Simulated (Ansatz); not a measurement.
```xyz
13

N    -1.434    0.540   -0.700
C    -0.498   -0.102    0.238
Si    0.778    1.095    0.949
Si    0.267   -1.600   -0.608
H    -0.944    0.878   -1.521
H    -1.885    1.343   -0.277
H    -1.077   -0.514    1.075
H     1.626    0.482    2.008
H     0.062    2.271    1.521
H     1.655    1.583   -0.151
H    -0.765   -2.620   -0.925
H     0.910   -1.156   -1.876
H     1.308   -2.202    0.268
```

Charge 0, multiplicity 1.

Q: List the CAM-B3LYP/def2-TZVPP orbital energies in eV (Ansatz). (Best estimate.)

A: Ansatz gave: Occupied: -1800.79, -1800.78, -391.43, -279.28, -145.40, -145.38, -100.72, -100.72, -100.71, -100.70, -100.70, -100.69, -26.45, -20.44, -16.85, -16.41, -15.24, -13.56, -12.51, -11.59, -11.21, -11.05, -10.76, -10.28, -8.16. Lowest empty: 1.09, 1.69, 1.90, 2.34, 2.35, 2.39, 2.95, 3.08.
